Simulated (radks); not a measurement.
The numbers below are computed, except where a source is named.
Fractional charge and spin in the 5p shell of tungsten: the spin-up occupation runs from 2 to 3 and the spin-down occupation from 2 to 3; the fullest corner is W2+, [Kr] 4d10 4f14 5s2 5d(up 2, down 2) 5p(up 3, down 3). Level of theory: scalar-relativistic Kohn-Sham, PBE, spin-polarised, spherical densities, finite nucleus; Fermi nuclear charge, rms radius of each element as measured or else 0.836 A^(1/3) + 0.57 fm (a radial shooting solver on a logarithmic mesh with Libxc functionals). Energy (eV) minus the two flat planes that join the four corners (they meet along the diagonal where the two added fractions sum to one electron); zero is where a piecewise linear energy would lie.

\begin{tabular}{lrrr}
down \ up & 2 & 2.5 & 3 \\ \hline
2 & 0.000 & -1.908 & 0.000 \\
2.5 & -1.908 & 0.237 & -1.763 \\
3 & 0.000 & -1.763 & 0.000 \\
\end{tabular}

Corners above the fullest one (they belong to W3+ and the next ion): (up 3, down 2) 66.189 eV, (up 2, down 3) 66.189 eV, (up 2, down 2) 148.03 eV. With half an added electron in each spin the energy lies 0.237 eV from the planes, and with half an added electron in spin up alone -1.908 eV. The planes are only a guide here: the flat-plane condition holds for ground states with one frontier orbital, while this shell lies below other occupied shells, so the corners above the fullest one are inner-hole states and not the ground states of those ions.
